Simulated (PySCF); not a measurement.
Cl3Ga, SMILES [Ga-]([Cl])([Cl])[Cl], charge -1, multiplicity 2.

Geometry: B3LYP-D3(BJ)/def2-SVPD.

The numbers are results of B3LYP-D3(BJ)/def2-SVPD in PySCF, not measurements.

Frequencies are harmonic and unscaled.

Modes within 1.5 cm⁻¹ of each other (mostly degenerate sets) share a row, with their intensities summed.

Computed vibrational spectrum:
```tsv
mode	ν (cm⁻¹)	IR (km/mol)	moving atoms (share of kinetic energy)
1–2	98	2.5	Cl 88 %, Ga 12 %
3	125	4.4	Cl 62 %, Ga 38 %
4	284	21.7	Cl 77 %, Ga 23 %
5–6	302	224.9	Cl 58 %, Ga 42 %
```
